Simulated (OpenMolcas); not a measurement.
**Au I: effect of the active space**

```json
{"Program": "OpenMolcas 26.06", "Method": "SS-CASPT2, IPEA 0.25 Eh, imaginary shift 0.1 Eh", "Basis": "ANO-RCC-VQZP", "Scalar Hamiltonian": "DKH2, point nucleus", "Spin-orbit coupling": "RASSI with atomic mean-field integrals over the reference wave functions, term energies averaged over their components"}
```

A. 11 electrons in 6 orbitals (5d 6s); 2S+1 = 2 even, 6 roots; closed shells correlated: 5s 5p; CASPT2 step roughly 7 core-seconds
B. 11 electrons in 11 orbitals (5d 6s 6d); 2S+1 = 2 even, 6 roots; closed shells correlated: 5s 5p; CASPT2 step roughly 12 core-minutes

Energies in eV above 5d10 6s 2S 1/2, the measured ground level; measured values from NIST Handbook of Basic Atomic Spectroscopic Data.

```json
{"Level": "5d10 6s 2S 1/2", "A": "0.0000", "B": "0.0000", "Measured": "0.0000"}
{"Level": "5d9 6s2 2D 5/2", "A": "0.940", "B": "1.186", "Measured": "1.1358"}
{"Level": "5d9 6s2 2D 3/2", "A": "2.457", "B": "2.757", "Measured": "2.6576"}
```

Deviations, from unrounded energies. A percentage is the sum of absolute deviations over the sum of measured energies, with the sign that they share, or ± where signs differ.

```
           Against measurement  Levels      A     B
mean absolute deviation (cm-1)       2   1600   600
      other configurations (%)       2  -10.5  +3.9
```

B lies closest to measurement on these levels. The largest miss of B in the table is 5d9 6s2 2D 3/2, by +800 cm-1. The ranking rests on the paired levels alone, and a cruder setting can come out closer through cancelling errors.

Between A and B the level of the table that moves most is 5d9 6s2 2D 3/2, by 2400 cm-1 (lowest in A, highest in B). Moves below CASPT2's spread within the term are not significant.

CASPT2 breaks the degeneracy within a term, and the mean is taken; among the terms shown or strongly mixed into the levels shown the widest spread is 340 cm-1 (5d9 6s2 2D, A). A single d shell beside an s shell can misplace configurations of different d count against each other (holds for A). Active for correlation alone: 6d; no level in the range computed is led by a configuration that fills it, so any true level of that kind is missing (holds for B). Computed and measured levels are paired by configuration, term and J; levels that our copy of the source lacks, or whose pairing is in doubt (as where it misses far off the trend of its configuration), stay unpaired and out of the deviations. Only configurations of the active space appear.
